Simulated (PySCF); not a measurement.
A side-by-side comparison of computed properties.

First species: BH2I.
SMILES: `[H]B([H])I`

Second species: C4H3F2NO.
Numbering: `[F:1][CH:2]([F:3])[c:4]1[cH:5][n:6][o:7][cH:8]1` (hydrogens: H9 on C2; H10 on C5; H11 on C8)

Cartesian coordinates in Å at the PBE0-D3(BJ)/def2-SVP level; atoms count from 1:
```
atom  x, y, z in Å
F1    -1.657   -1.430   -0.797
C2    -1.455   -0.322   -0.052
F3    -2.118    0.706   -0.625
C4     0.000   -0.019    0.016
C5     0.647    1.132    0.546
N6     1.945    1.046    0.432
O7     2.190   -0.152   -0.169
C8     1.044   -0.780   -0.415
H9    -1.904   -0.494    0.943
H10    0.204    2.020    0.997
H11    1.108   -1.752   -0.900
```

Levels: CAM-B3LYP/def2-SVPD for dipole moment, HOMO energy, LUMO energy, HOMO–LUMO gap and static isotropic polarisability; TDDFT CAM-B3LYP/def2-SVPD for lowest singlet excitation; PBE0-D3(BJ)/def2-SVP for rotational constant A and rotational constant C. Geometries: PBE0-D3(BJ)/def2-SVP. Each structure is a single optimised conformer of the isolated species (atoms past krypton carry core potentials, spin–orbit coupling is left out). Electronic properties by PySCF.

Dipoles, sizes and rotational constants follow the conformer. The torsions of the flexible species, by atom-mapped SMILES:
- `[F:1][CH:2]([F:3])[c:4]1[cH:5][n:6][o:7][cH:8]1`: F1–C2–C4–C5 171°

Values for the first species:

| Quantity | Value |
| --- | --- |
| Dipole moment | 0.45 D |
| HOMO energy | -8.82 eV |
| LUMO energy | -1.13 eV |
| HOMO–LUMO gap | 7.69 eV |
| Lowest singlet excitation | 3.98 eV |
| Static isotropic polarisability | 50.1 au |
| Rotational constant A | 221.835 GHz |
| Rotational constant C | 8.505 GHz |

(1) Estimate the same properties for the second species, and the change in each.

## Answers

(1) 
| property | first | second | second less first |
| --- | --- | --- | --- |
| dipole moment | 0.45 D | 1.96 D | +1.51 D |
| HOMO energy | -8.82 eV | -9.69 eV | -0.87 eV |
| LUMO energy | -1.13 eV | 0.12 eV | +1.25 eV |
| HOMO–LUMO gap | 7.69 eV | 9.81 eV | +2.12 eV |
| lowest singlet excitation | 3.98 eV | 6.57 eV | +2.59 eV |
| static isotropic polarisability | 50.1 au | 54.9 au | +4.8 au |
| rotational constant A | 221.835 GHz | 4.900 GHz | -216.935 GHz |
| rotational constant C | 8.505 GHz | 1.180 GHz | -7.325 GHz |

On the first: The dipole matches unit charges of opposite sign 0.09 Å apart (1 e·Å = 4.8032 D). A dipole of 0.45 D is allowed in C2v, and pure rotational transitions are dipole-allowed. Atoms past krypton carry effective core potentials; spin–orbit coupling is left out.

On the second: No computed singlet falls in the visible range (750 to 380 nm, 1.65 to 3.26 eV); S1 lies 3.31 eV above its blue end. The polarisability is 8.14 Å³ as a volume (1 au = 0.148185 Å³), or 0.92 au for each of the 60 electrons.
